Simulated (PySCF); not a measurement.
A calculated (BHandHLYP, PySCF 2.14, aug-cc-pV(D+d)Z, no relativity, point nucleus) atom or ion has these occupied shells.

| shell | electrons | orbital energy (eV) | rms radius, mean of both spins (bohr) |
| --- | --- | --- | --- |
| 1s α | 1 | -2812.2 | 0.106 |
| 1s β | 1 | -2811.7 | 0.106 |
| 2s α | 1 | -283.31 | 0.483 |
| 2s β | 1 | -282.82 | 0.483 |
| 2p α | 3 | -219.41 | 0.453 |
| 2p β | 3 | -218.59 | 0.453 |
| 3s α | 1 | -38.472 | 1.62 |
| 3s β | 1 | -34.190 | 1.62 |
| 3p α | 3 | -23.533 | 1.86 |
| 3p β | 1 | -21.341 | 1.86 |

**Question.** Name the element and its charge.

**Answer.** Cl⁺ (chlorine, charge +1), in [Ne] 3s2 3p4, high-spin 3P determinant.
